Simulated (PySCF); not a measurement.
FH₅P₂Si₂.
SMILES: `F[SiH]1P[SiH2]P1`

Jobs on this species (10 atoms, 72 electrons) with PySCF (density fitting). Hardware of each: an AMD EPYC 9R14 with one thread, on a shared host. The host was shared with other jobs, so the times are rough. Peak memory is the resident size of the whole Python process, interpreter and libraries included.

| level and settings | work | basis functions | SCF cycles | wall time | peak memory |
| --- | --- | --- | --- | --- | --- |
| PBE0/pcSseg-1, start guess huckel, level shift 0.3 Eh | shieldings, ring-centre shieldings, density and orbital grids written | 138 | ? | ? | ? |
| PBE0/Sadlej pVTZ, start guess vsap, energy threshold 1e-06 Eh | spin–spin couplings from 10 perturbed nuclei, spin–dipole term for 5 of them | 197 | 9 | 32 s | 0.88 GiB |
| revPBE/pcSseg-1, level shift 0.1 Eh | shieldings, ring-centre shieldings, charges and field gradients | 138 | 10 | 12 s | 0.65 GiB |
| PBE0/6-31G, IEF-PCM cyclohexane, fitting basis def2-qzvpp-jkfit, energy threshold 1e-08 Eh | 1 singlet by TDA, 5 Tamm–Dancoff triplets, polarisability | 71 | 8 | 3.8 s | 0.45 GiB |
| PBE0/pcSseg-1 | shieldings, ring-centre shieldings, charges and field gradients | 138 | 12 | 9.8 s | 0.66 GiB |
| wB97X-D/def2-SVPD | 3 singlets by full TDDFT, polarisability | 159 | 13 | 8.8 s | 0.75 GiB |
| PBE0/def2-SVPD | 6 singlets by full TDDFT, 2 Tamm–Dancoff triplets, polarisability | 159 | 12 | 10 s | 0.69 GiB |

Problem. Fill in the missing figures.

Solution. 
- PBE0/pcSseg-1, start guess huckel, level shift 0.3 Eh; shieldings, ring-centre shieldings, density and orbital grids written: 14 s, 0.66 GiB, 17 SCF cycles

Problem. What do all jobs in the table cost together?

Solution. About 90 s; the longest takes about 35 % of that, and about 8.4 times as long as the shortest.

Note: wB97X-D ran without an empirical dispersion term, which enters the total energy and its gradient alone.
